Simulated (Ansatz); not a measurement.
BeCl$_{2}$ (SMILES [Cl][Be][Cl]), singlet, geometry from GFN2-xTB (such geometries of metal compounds can be far from the true shape); WB97X-V/cc-pVDZ in Ansatz (a first-principles code).

Ansatz was given this input:
Ansatz 0.2 input:
```yaml
crystal:
  periodic: [false, false, false]
  atoms:
    - {symbol: Be, position_ang: [0.00000000, 0.00000000, 0.00000000]}
    - {symbol: Cl, position_ang: [0.00000000, 0.00000000, 1.76296633]}
    - {symbol: Cl, position_ang: [-0.00000000, -0.00000000, -1.76296633]}
basis:
  gaussian:
    orbitals: cc-pVDZ
hamiltonian:
  xc: {name: wB97X-V}
```

It wrote (shortened):

```
Functional definition: wB97X-V
518 factors; integrals over basis functions are off by at most 6.8e-4 eV
138 factors; integrals over basis functions are off by at most 2.5e-5 eV
mean field evaluation 1: about -25445.9557 eV, gradient 1.6e1 eV
mean field evaluation 2: about -25446.6486 eV, gradient 9.5e0 eV
mean field evaluation 4: about -25446.8861 eV, gradient 1.1e0 eV
mean field evaluation 8: about -25447.0083 eV, gradient 7.9e-2 eV
mean field evaluation 16: about -25447.0083 eV, gradient 2.1e-5 eV
mean field -25447.00832876 eV, -935.1603074801 hartree, gradient 2.1e-5 eV, S^2 0.000000; 0 other end points of the search recorded, 0 dependent functions left out
reference -25447.00832717 eV, -935.1603074218 hartree; 19, 19 occupied and 31, 31 virtual orbitals, 518 factors
Total energy: -25447.00832717 eV, -935.1603074218 hartree
```
